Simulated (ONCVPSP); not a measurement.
**Reading a pseudo-wave (Cr)**

Columns: radius, all-electron u(r) and pseudo u(r) of the 3p shell (level -49.17 eV) of chromium in the configuration [Ne] 3s2 3p6 3d4 4s2; PBEsol, scalar-relativistic, ONCV scheme, ONCVPSP 4.0.1.

```json
{"r (bohr)": "0.068", "all-electron": "-0.3202", "pseudo": "0.0227"}
{"r (bohr)": "0.135", "all-electron": "-0.5586", "pseudo": "0.0871"}
{"r (bohr)": "0.202", "all-electron": "-0.5100", "pseudo": "0.1873"}
{"r (bohr)": "0.270", "all-electron": "-0.2717", "pseudo": "0.3161"}
{"r (bohr)": "0.338", "all-electron": "0.0402", "pseudo": "0.4608"}
{"r (bohr)": "0.405", "all-electron": "0.3437", "pseudo": "0.6067"}
{"r (bohr)": "0.473", "all-electron": "0.6081", "pseudo": "0.7467"}
{"r (bohr)": "0.540", "all-electron": "0.8109", "pseudo": "0.8672"}
{"r (bohr)": "0.608", "all-electron": "0.9568", "pseudo": "0.9649"}
{"r (bohr)": "0.675", "all-electron": "1.0464", "pseudo": "1.0329"}
{"r (bohr)": "0.742", "all-electron": "1.0913", "pseudo": "1.0719"}
{"r (bohr)": "0.810", "all-electron": "1.1004", "pseudo": "1.0833"}
{"r (bohr)": "0.878", "all-electron": "1.0820", "pseudo": "1.0701"}
{"r (bohr)": "0.945", "all-electron": "1.0444", "pseudo": "1.0376"}
{"r (bohr)": "1.013", "all-electron": "0.9930", "pseudo": "0.9899"}
{"r (bohr)": "1.080", "all-electron": "0.9341", "pseudo": "0.9330"}
{"r (bohr)": "1.148", "all-electron": "0.8697", "pseudo": "0.8694"}
{"r (bohr)": "1.215", "all-electron": "0.8046", "pseudo": "0.8045"}
{"r (bohr)": "1.283", "all-electron": "0.7388", "pseudo": "0.7387"}
{"r (bohr)": "1.350", "all-electron": "0.6759", "pseudo": "0.6758"}
{"r (bohr)": "1.418", "all-electron": "0.6147", "pseudo": "0.6147"}
{"r (bohr)": "1.485", "all-electron": "0.5579", "pseudo": "0.5578"}
{"r (bohr)": "1.553", "all-electron": "0.5040", "pseudo": "0.5039"}
{"r (bohr)": "1.620", "all-electron": "0.4548", "pseudo": "0.4547"}
{"r (bohr)": "1.688", "all-electron": "0.4088", "pseudo": "0.4087"}
{"r (bohr)": "1.755", "all-electron": "0.3673", "pseudo": "0.3673"}
```

Question: How many radial nodes do the two functions have?

Answer: The all-electron 3p function has n − l − 1 = 1; the pseudo-wave has 0, since the states of the same l below it are removed with the core.

Question: At about which radius was the pseudo-wave matched?

Answer: 1.25 bohr. The columns agree to 0.0005 from 1.15 bohr on; several derivatives are matched, so the curves merge somewhat inside the radius.

Question: Is the pseudo-wave norm-conserving?

Answer: Yes: the ONCV scheme keeps the norm inside the radius equal to the all-electron one, which fixes the energy derivative of the logarithmic derivative at the level.
